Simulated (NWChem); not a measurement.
Atomisation of C₂H₇AlO₂

SMILES: C[O][AlH][O]C
```xyz
12

Al    -0.4527     0.2553     0.9054
H     -1.1354     0.6412     2.2715
O     -0.9277     1.1207    -0.4871
C     -0.7112     1.2401    -1.8626
H     -0.3808     2.2721    -2.1220
H      0.0615     0.5365    -2.2539
H     -1.6513     1.0473    -2.4289
O      0.7071    -0.9967     0.9271
C      1.5820    -1.7309     0.1219
H      1.5585    -1.4280    -0.9519
H      2.6329    -1.6175     0.4747
H      1.3401    -2.8178     0.1643
```
Charge 0, spin multiplicity 1.

All runs are NWChem calculations. Structure: optimised with PBE/def2-SVP, a minimum by its harmonic frequencies. It is one conformer; others weren't searched.

Basis set: def2-SVP. The atomisation energy is electronic alone: no zero-point, thermal, spin-orbit or counterpoise terms. No value is extrapolated to the basis-set limit. Free atoms are single determinants with multiplicities Al 2, H 2, O 3, C 3. Correlated methods freeze the same cores in atoms and molecule, 9 orbitals in all.

Costs are rough ratios of processor time within this set of runs, SCF included, with HF as 1. Costs are the molecule's.

B3LYP has NWChem's definition, with VWN1-RPA local correlation. GW and range-separated runs recompute their integrals, the others keep them in memory, which bears on the times. The structure started from a generated list of species. The stability of the SCF solutions was not checked. Open-shell Hartree-Fock references start from PBE0 orbitals; any time given for them includes that run.

```json
[
 {"method": "HF", "atomisation energy (kcal/mol)": "794.7", "relative cost": "1"},
 {"method": "LDA (SVWN5)", "atomisation energy (kcal/mol)": "1232.9", "relative cost": "under 3"},
 {"method": "PBE0", "atomisation energy (kcal/mol)": "___", "relative cost": "under 3"},
 {"method": "B3LYP", "atomisation energy (kcal/mol)": "1072.4", "relative cost": "under 3"},
 {"method": "MP2", "atomisation energy (kcal/mol)": "___", "relative cost": "under 3"},
 {"method": "PBE", "atomisation energy (kcal/mol)": "1092.8", "relative cost": "under 3"},
 {"method": "BLYP", "atomisation energy (kcal/mol)": "___", "relative cost": "under 3"},
 {"method": "M06-2X", "atomisation energy (kcal/mol)": "1078.0", "relative cost": "4"},
 {"method": "LC-wPBE (omega 0.3 per bohr)", "atomisation energy (kcal/mol)": "1085.4", "relative cost": "10"}
]
```

Q: Some entries are withheld; supply them.

A: 
- PBE0, atomisation energy (kcal/mol): 1071.7
- MP2, atomisation energy (kcal/mol): 1036.2
- BLYP, atomisation energy (kcal/mol): 1070.7
